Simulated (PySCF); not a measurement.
# Deuteron quadrupole couplings in `CN[Si@H]([SiH3])SC`

C2H11NSSi2.
Structure used (GFN2-xTB), in Å, numbered top down from 1:
```
atom  x, y, z in Å
C1    -1.5460   -1.8510   -0.3248
N2    -0.5484   -1.2024    0.4930
Si3   -0.5453    0.4898    0.8071
Si4   -0.5448    1.5838   -1.2304
S5     1.2514    0.7954    1.9676
C6     2.5074    0.4486    0.6976
H7    -2.4567   -2.0865    0.2357
H8    -1.8142   -1.1856   -1.1437
H9    -1.1462   -2.7771   -0.7413
H10   -0.1980   -1.8192    1.2140
H11   -1.5484    0.9524    1.7779
H12   -1.9220    1.7443   -1.7066
H13    0.0570    2.9178   -1.1672
H14    0.1765    0.8495   -2.2771
H15    2.4853    1.2287   -0.0584
H16    2.3147   -0.5210    0.2496
H17    3.4706    0.4445    1.1971
```

Level: PBE0/pcSseg-1 (PySCF, non-relativistic); Q(2H) = 0.00286 b; rigid geometry, the same for H and D, with no vibrational averaging.

**Question.** Rank these positions by the coupling χzz of a deuteron there, largest first.
A. H13 (Si–H hydrogen)
B. H9 (methyl hydrogen)
C. H7 (methyl hydrogen)
D. H15 (methyl hydrogen)
E. H10 (N–H hydrogen)
F. H11 (Si–H hydrogen)

**Answer.** E (277 kHz), D (211 kHz), B (204 kHz), C (199 kHz), A (110 kHz), F (104 kHz).

**Question.** Give the electric field gradient Vzz (the principal value of largest size), its asymmetry and the 2H coupling at each hydrogen.

**Answer.** 
```csv
atom,bonded to,bond length (Å),Vzz (au),η,χzz (kHz)
H7,C1,1.095,0.2959,0.04,199
H8,C1,1.089,0.3079,0.08,207
H9,C1,1.091,0.3038,0.05,204
H10,N2,1.011,0.4115,0.18,277
H11,Si3,1.471,0.1555,0.01,104
H12,Si4,1.466,0.1638,0.01,110
H13,Si4,1.465,0.1643,0.01,110
H14,Si4,1.468,0.1623,0.01,109
H15,C6,1.086,0.3141,0.03,211
H16,C6,1.085,0.3128,0.03,210
H17,C6,1.085,0.3179,0.04,214
```

**Question.** Average by the element that carries the hydrogen.

**Answer.** on C: 207 kHz over 6 positions, mean bond length 1.089 Å; on N: 277 kHz over 1 position, mean bond length 1.011 Å; on Si: 109 kHz over 4 positions, mean bond length 1.467 Å.

**Question.** How does χzz go with the bond length over the 6 C–H bonds?

**Answer.** A straight-line fit has a slope of -13.5 kHz for each 0.01 Å, with a correlation coefficient of -0.98, over lengths from 1.085 to 1.095 Å. The longer bonds have the smaller couplings here.

**Question.** Give the 2H NMR doublet splittings at H17 for a magnetic field along the z, y and x axes of the gradient: 3χ/2, 3χ(1 + η)/4, 3χ(1 − η)/4.

**Answer.** With |χ| = 213.6 kHz and η = 0.041: 320, 167 and 154 kHz, to first order and without motion.

Geometry: GFN2-xTB, one conformer, isolated molecule. GFN2-xTB bond lengths can be off by several hundredths of an ångström, more for odd bonds, and the gradients follow them. With a basis this small, the couplings can be 20 % off.
